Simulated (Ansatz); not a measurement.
Reaction (formal exchange of groups at the Al–C bond): `O/C(S)=[CH]/[AlH2]` + `C=C=C[SiH3]` → `C=C=[C]([AlH2])[SiH3]` + `C=C(O)S`

Gas-phase electronic energies from Ansatz, PBE0-D4/def2-TZVP geometries. CCSD(T)/CBS is the MP2 limit (def2-TZVPP, def2-QZVPP) plus CCSD(T) − MP2 in def2-TZVPP, frozen cores. DFT in def2-TZVPP. One conformer a species, not always the lowest.

```
         level  ΔE (kJ/mol)
       PBE0-D4        -12.8
       ωB97M-V        -12.9
        B2PLYP        -13.1
 HF/def2-TZVPP        -14.4
 HF/def2-QZVPP        -15.2
MP2/def2-QZVPP        -17.5
 MP2/CBS(def2)        -17.5
CCSD/CBS(def2)        -15.0
```

(1) What does CCSD(T)/CBS give? (An estimate is asked.)

Largest T1 diagnostic among the species: 0.013.

## Answers

(1) The calculation gave: -15.2 kJ/mol. The listed levels differ from it by 2.4, 2.3, 2.1, 0.8, 0.0, -2.3, -2.3, 0.2 kJ/mol.
